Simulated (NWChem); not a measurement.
**Correlation energy of silylphosphine (H₅PSi)**

```
Si
H 1 1.5044
H 1 1.5045 2 108.72
H 1 1.5059 2 108.83 3 118.40
P 1 2.2839 2 108.04 3 -116.98
H 5 1.4422 1 93.10 2 -75.09
H 5 1.4422 6 92.73 1 93.22
```
Charge 0, spin multiplicity 1.

All runs are NWChem calculations. Structure: optimised with PBE/def2-SVP, a minimum by its harmonic frequencies.

Basis set: STO-3G. Each correlation energy counts from its own Hartree-Fock reference.

```json
[
 {"method": "CCSD(T)", "correlation energy (mHa)": "-121.3", "difference from CCSD(T)": "0.0"},
 {"method": "CCSD+T(CCSD)", "correlation energy (mHa)": "-121.3", "difference from CCSD(T)": "0.0"},
 {"method": "SCS-MP2", "correlation energy (mHa)": "-96.0", "difference from CCSD(T)": "+25.3"},
 {"method": "CR-CCSD(T)", "correlation energy (mHa)": "-121.2", "difference from CCSD(T)": "+0.1"},
 {"method": "CCSD", "correlation energy (mHa)": "-120.5", "difference from CCSD(T)": "+0.8"},
 {"method": "CR-CCSD[T]", "correlation energy (mHa)": "-121.2", "difference from CCSD(T)": "+0.1"},
 {"method": "CCSDT", "correlation energy (mHa)": "-121.6", "difference from CCSD(T)": "-0.3"},
 {"method": "MP2", "correlation energy (mHa)": "-82.3", "difference from CCSD(T)": "+39.0"}
]
```

The values span 39.3 mHa, from CCSDT (lowest) to MP2 (highest). 

The correlated methods keep 10 core orbitals frozen. Differences from the coupled-cluster row are differences between methods, not errors against experiment.
